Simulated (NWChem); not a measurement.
Species: ZnBrF; SMILES [F][Zn][Br]

```xyz
3

Zn    -0.2153     0.7148     0.0000
F     -0.5486     2.4215     0.0000
Br     0.2101    -1.4638     0.0000
```
Atoms are numbered in this order, from 1.

Coordinates come from a PBE0/def2-SVP optimisation.

Spin-orbit effects, on the heavy nuclei and on their neighbours, are missing.

Problem. Give the principal values of the shielding tensors (ppm) of Zn1, F2, Br3 from Hartree-Fock/6-31G* (spherical d), GIAO (NWChem), with their diamagnetic and paramagnetic parts as GIAO splits them.

Solution. 
```json
[
 {"atom": "Zn1", "σ11": "1797.0", "σ22": "1797.0", "σ33": "2529.4", "isotropic": "2041.1", "diamagnetic": "2516.3", "paramagnetic": "-475.2"},
 {"atom": "F2", "σ11": "414.6", "σ22": "414.6", "σ33": "491.5", "isotropic": "440.2", "diamagnetic": "469.5", "paramagnetic": "-29.3"},
 {"atom": "Br3", "σ11": "3117.4", "σ22": "3117.4", "σ33": "3130.7", "isotropic": "3121.8", "diamagnetic": "3122.1", "paramagnetic": "-0.2"}
]
```
